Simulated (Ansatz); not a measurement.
Isomers of C2H7BSSi, relaxed with PBE0-D4/def2-TZVP in Ansatz; electronic energies, one conformer each and not always the lowest. Functionals use def2-TZVPP; CBS adds triple-zeta CCSD(T) − MP2 to the MP2 limit of def2-TZVPP and def2-QZVPP.

**Question.** Order them by energy at frozen-core CCSD(T)/CBS, lowest first. (An estimate is asked.)
A. `CC1B[SiH2]S1`
B. `[SiH3]B1CSC1`
C. `BSC(=C)[SiH3]`

**Answer.** C (0.0 kcal/mol), A (1.6 kcal/mol), B (16.6 kcal/mol).

**Question.** How do r2SCAN-D4, ωB97M-V, PBE0-D4, B2PLYP place them (kcal/mol, against `BSC(=C)[SiH3]`)? (An estimate is asked.)

**Answer.** Ansatz gave: 
| isomer | r2SCAN-D4 | ωB97M-V | PBE0-D4 | B2PLYP |
| --- | --- | --- | --- | --- |
| `CC1B[SiH2]S1` | 1.6 | 1.1 | -2.0 | 4.0 |
| `[SiH3]B1CSC1` | 15.4 | 14.8 | 11.6 | 17.8 |
